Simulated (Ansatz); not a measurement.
A run for Ansatz (a quantum-chemistry and plane-wave program): R-CCSD(T)/def2-TZVPP on ClFGaH (SMILES [F][GaH][Cl]), a point of a bond scan (R = 1.542 Å). The run froze 20 orbitals, filled d shells among them.

Ansatz 0.2 input:
```yaml
crystal:
  periodic: [false, false, false]
  atoms:
    - {symbol: Ga, position_ang: [-0.42035658, 0.09491825, -0.34524222]}
    - {symbol: H, position_ang: [-1.61041320, -0.41855927, -1.18001476]}
    - {symbol: F, position_ang: [-0.00462516, 1.79964022, -0.33176534]}
    - {symbol: Cl, position_ang: [0.86371139, -1.10121578, 0.87461245]}
basis:
  gaussian:
    orbitals: def2-TZVPP
    pivot_positions_ang: [[-0.42035658, 0.09491825, -0.34524222], [-1.61041320, -0.41855927, -1.18001476], [-0.00462516, 1.79964022, -0.33176534], [0.86371139, -1.10121578, 0.87461245]]
magnetization: {spin_polarized: false}
correlation: {method: ccsd_t, electrons: outside_noble_gas}
scf: {lower_state_search: off}
output: {orbitals: {seedname: ./end}}
```

**Question.** What total energy does the run end on?

**Answer.** -2483.4865 hartree (reference determinant -2482.9290, T1 diagnostic 0.012).

**Question.** How many basis functions does it have, and what does it roughly cost on one machine?

**Answer.** 135 functions; about 7 core-seconds (a rough figure).
